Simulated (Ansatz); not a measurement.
Start from `[F][InH][CH2]O[SiH3]` and change one atom or group to get `BOCO[SiH3]`.

Ansatz, PBE0-D4/def2-TZVP geometries, multiplicity 1. Each molecule was computed in one conformer, which needn't be the lowest.

Elements past krypton have def2 core potentials.

```csv
property,`[F][InH][CH2]O[SiH3]`
size of the dipole moment (B3LYP/def2-TZVPP) / D,2.89
HOMO–LUMO gap (PBE0/def2-TZVPP) / eV,5.95
LUMO energy (PBE0/def2-TZVPP) / eV,-1.50
HOMO–LUMO gap (ωB97M-V/def2-TZVPP) / eV,9.73
HOMO energy (ωB97M-V/def2-TZVPP) / eV,-9.63
HOMO energy (PBE/def2-TZVPP) / eV,-6.20
```

Problem. Give the same properties after the change, and the shifts. (Estimate.)

Solution. Ansatz gave: 
```json
{"property": "size of the dipole moment (B3LYP/def2-TZVPP) / D", "`BOCO[SiH3]`": "1.00", "shift": "-1.89"}
{"property": "HOMO–LUMO gap (PBE0/def2-TZVPP) / eV", "`BOCO[SiH3]`": "8.07", "shift": "2.12"}
{"property": "LUMO energy (PBE0/def2-TZVPP) / eV", "`BOCO[SiH3]`": "-0.59", "shift": "0.91"}
{"property": "HOMO–LUMO gap (ωB97M-V/def2-TZVPP) / eV", "`BOCO[SiH3]`": "12.26", "shift": "2.53"}
{"property": "HOMO energy (ωB97M-V/def2-TZVPP) / eV", "`BOCO[SiH3]`": "-11.00", "shift": "-1.37"}
{"property": "HOMO energy (PBE/def2-TZVPP) / eV", "`BOCO[SiH3]`": "-7.20", "shift": "-1.00"}
```

With PBE0 the HOMO falls by 1.22 eV and the LUMO rises by 0.91 eV, so the gap widens by about 2.13 eV. PBE moves the HOMO by -1.00 eV and ωB97M-V by -1.37 eV. The zero-point energy changes by 53.4 kJ/mol with +3 modes. Dipoles are sizes alone; their direction can turn.

Positive LUMOs are unbound, so they and the gaps depend on the basis.

B3LYP here is the variant with VWN-RPA as its local correlation; programs differ in this.
